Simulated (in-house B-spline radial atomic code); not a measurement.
Relativistic effects in Se⁴⁺, [Ar] 3d10 4s2: non-relativistic Hartree-Fock (point nucleus) against Dirac-Hartree-Fock (Fermi nucleus of rms radius 4.14 fm), both averages of the configuration, computed with a radial B-spline atomic code at the basis-set limit.

| orbital | ε NR (Eh) | ε Dirac (Eh) | <r> NR (bohr) | <r> Dirac (bohr) | change of <r> (%) |
| --- | --- | --- | --- | --- | --- |
| 1s1/2 | -462.8 | -470.3 | 0.04498 | 0.04406 | -2.0 |
| 2s1/2 | -62.574 | -64.277 | 0.1993 | 0.195 | -2.2 |
| 2p1/2 | -56.173 | -57.62 | 0.1727 | 0.1685 | -2.5 |
| 2p3/2 | -56.173 | ? | 0.1727 | ? | ? |
| 3s1/2 | -10.814 | -11.107 | 0.5807 | 0.5703 | -1.8 |
| 3p1/2 | -8.5337 | -8.7567 | 0.5918 | 0.5807 | -1.9 |
| 3p3/2 | -8.5337 | -8.5278 | 0.5918 | 0.5905 | -0.2 |
| 3d3/2 | -4.5268 | ? | 0.6165 | ? | ? |
| 3d5/2 | -4.5268 | -4.464 | 0.6165 | 0.6203 | +0.6 |
| 4s1/2 | -2.3833 | -2.419 | 1.645 | 1.621 | -1.4 |

What happens to 2p3/2?

Its energy goes to -56.07 hartree and <r> to 0.1722 bohr (-0.29 %).

What happens to 3d3/2?

Its energy goes to -4.4997 hartree and <r> to 0.6163 bohr (-0.05 %).

What explains the pattern of contraction and expansion?

Expansion is seen in 3d5/2. The s and p1/2 orbitals contract directly, screen the nucleus better, and so push out orbitals that have little density near the nucleus; spin-orbit coupling adds to this for j = l + 1/2 and opposes it for j = l - 1/2.

By how much does the total energy change?

By -28.741 hartree, from -2396.119 to -2424.860.
